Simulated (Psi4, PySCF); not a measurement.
C4H4N2, triplet (typed; the unrestricted solution is spin-contaminated), geometry from GFN2-xTB (a higher spin typed on purpose: for a closed-shell molecule this is an excited state), atoms displaced at random by about 0.03 Å a coordinate. Base run: HF/6-31G, gradient in PySCF.

Here is a job for PySCF.
```python
from pyscf import gto, scf

mol = gto.M(
    atom='''
C    -1.373363    0.047512    0.016479
C    -0.680969   -1.136860   -0.032260
N     0.698455   -1.170667   -0.007859
C     1.398061   -0.058928    0.020440
N     0.771232    1.067399    0.030517
C    -0.572760    1.204937    0.045371
H    -2.439413    0.180611   -0.006579
H    -1.233259   -2.080548    0.031895
H     2.454219   -0.093123    0.011741
H    -0.933973    2.161485    0.033328
''',
    basis='6-31g',
    charge=0,
    spin=2,
    verbose=3,
)

mf = scf.UHF(mol)
mf.kernel()
g = mf.nuc_grad_method()
grad = g.kernel()
```

Programs used: Psi4, PySCF; a row that names a program was run with it.

The coordinate followed is y of atom 6.

Variants of this job, named by their change:

| change | dE/dx (Eh/bohr) | net force (Eh/bohr) | outcome |
|---|---|---|---|
| base | 0.021897 | 0.000000 | converged |
| finite difference step (bohr) = 0.01; conv_tol = 1e-11 | - | - | not converged |
| conv_tol = 1e-11 | - | - | not converged |
| code = psi4 | 0.021883 | 0.000000 | converged |
| conv_tol = 1e-4 | 0.021625 | 0.000000 | converged |
| conv_tol = 1e-6 | 0.021947 | 0.000000 | converged |
| finite difference step (bohr) = 1e-5; conv_tol = 1e-11 | - | - | not converged |
| finite difference step (bohr) = 0.2; conv_tol = 1e-11 | - | - | not converged |
| density fitting = on | 0.021896 | 0.000000 | converged |
| finite difference step (bohr) = 1e-4; conv_tol = 1e-11 | - | - | not converged |
| density fitting = on; auxbasis_response = off | 0.022355 | 0.000805 | converged |
| finite difference step (bohr) = 0.05; conv_tol = 1e-11 | - | - | not converged |

The net force is zero for an exact gradient.

Open shells are given as the SCF converged; they aren't shown to be the lowest states, and a large step between rows can be another state.
